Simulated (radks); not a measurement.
Question: Species: Tl3+. Configuration: [Xe] 4f14 5d10. Method: Dirac Kohn-Sham, RPBE, spin-unpolarised, spherical densities, finite nucleus; Fermi nuclear charge, rms radius 5.4759 fm; computed with a radial shooting solver on a logarithmic mesh with Libxc functionals. Some entries of the table are withheld. Estimate them.

orbital,occ.,eigenvalue (eV),<r> (bohr),<r^2> (bohr^2)
1s1/2,2,-85465.04,0.01632,0.0003690
2s1/2,2,-15229.26,(1),0.005550
2p1/2,2,-14624.21,0.05589,0.003912
2p3/2,4,-12558.92,0.06469,0.005095
3s1/2,2,-3657.053,(2),0.03598
3p1/2,2,-3383.143,(3),0.03273
3p3/2,4,-2923.991,(4),0.03909
3d3/2,4,-2470.508,0.1595,0.02987
3d5/2,6,-2372.442,0.1644,0.03159
4s1/2,2,(5),0.3915,0.1732
4p1/2,2,-720.7258,0.3931,(6)
4p3/2,4,-609.1196,0.4274,(7)
4d3/2,4,-415.8090,0.4333,0.2170
4d5/2,6,-394.9803,0.4444,0.2280
5s1/2,2,-159.7582,0.8785,0.8653
4f5/2,6,-145.4872,0.4644,0.2593
4f7/2,8,-140.8877,0.4710,0.2667
5p1/2,2,-120.1058,0.9418,1.001
5p3/2,4,-99.9324,1.034,1.208
5d3/2,4,-45.6106,1.315,2.000
5d5/2,6,-43.3032,1.359,2.139
6s1/2,0,-34.8395,2.192,5.374
6p1/2,0,-26.2558,2.548,7.264
6p3/2,0,-23.8902,2.769,8.551

Answer: 
(1) 2s1/2 <r> (bohr): 0.06808
(2) 3s1/2 <r> (bohr): 0.1770
(3) 3p1/2 <r> (bohr): 0.1674
(4) 3p3/2 <r> (bohr): 0.1835
(5) 4s1/2 eigenvalue (eV): -838.9593
(6) 4p1/2 <r^2> (bohr^2): 0.1760
(7) 4p3/2 <r^2> (bohr^2): 0.2076
